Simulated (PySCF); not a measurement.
# Exact mass, isotope pattern and composition

Species: `FBr` (bromine monofluoride).

Calculated for natural abundance.

Task: What are the average molar mass and the monoisotopic mass?

Result: For BrF, with standard atomic weights, 1 × 18.998 + 1 × 79.904 = 98.902 g/mol. From the most abundant isotopes (19F, 79Br), 1 × 18.998403 + 1 × 78.918337 = 97.9167 u.

Task: Give the isotope pattern of the molecular ion M+•, merging species of the same nominal mass.

Result: 
```csv
nominal mass,m/z (centroid),relative intensity
98,97.9162,100.0
100,99.9141,97.3
```

Cut off at 0.1 %. One electron mass, 0.00055 u, is taken off. Abundances used (%; other tables differ somewhat): 79Br 50.69, 81Br 49.31.

Task: Count the protons, neutrons and electrons of the monoisotopic species, and give its exact less its nominal mass.

Result: 44 protons, 54 neutrons and 44 electrons; 97.9167 − 98 = -0.0833 u.

Task: What share of all molecules is the monoisotopic species?

Result: 1 × 0.5069 = 50.69 %.

Task: List the species in which a single atom is changed from its most abundant isotope.

Result: Intensity in % of the monoisotopic species:

```
isotope  mass shift (u)      m/z  intensity (%)
   81Br        +1.99795  99.9141          97.28
```

Species under 0.02 % are left out.
